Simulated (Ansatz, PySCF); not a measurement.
Isomers of H5BSi2. Isolated molecules, 0 K electronic values unless said otherwise. One relaxed conformer stands for each flexible species; it need not be the lowest. Strings in code marks are SMILES.

Quantity: electronic energy of isomers of H5BSi2 relative to `B[SiH]=[SiH2]`, in kcal/mol. The DFT solution of `[SiH2]=B[SiH3]` is unstable or spin-contaminated; the geometry comes from it. The restricted reference of `[SiH2]=B[SiH3]`, `[H]/B=[SiH]\[SiH3]` and `B[SiH]=[SiH2]` is unstable towards unrestricted orbitals.

Level 1: frozen-core CCSD(T)/6-31g // PBE0-D3(BJ)/def2-TZVP (Ansatz, a quantum-chemistry and plane-wave program)
Level 2: LC-ωPBE/cc-pVTZ // PBE0-D3(BJ)/def2-TZVP (Ansatz)
Level 3: PBE-D3(BJ)/def2-TZVP // PBE0-D3(BJ)/def2-TZVP (PySCF)
Level 4: r2SCAN0/cc-pVTZ // PBE0-D3(BJ)/def2-TZVP (Ansatz)

| species | level 1 | level 2 | level 3 | level 4 |
|---|---|---|---|---|
| `[SiH2]=B[SiH3]` | 26.0 | 19.4 | 23.4 | 22.6 |
| `[H]/B=[SiH]\[SiH3]` | 20.5 | 15.8 | 18.1 | 17.5 |
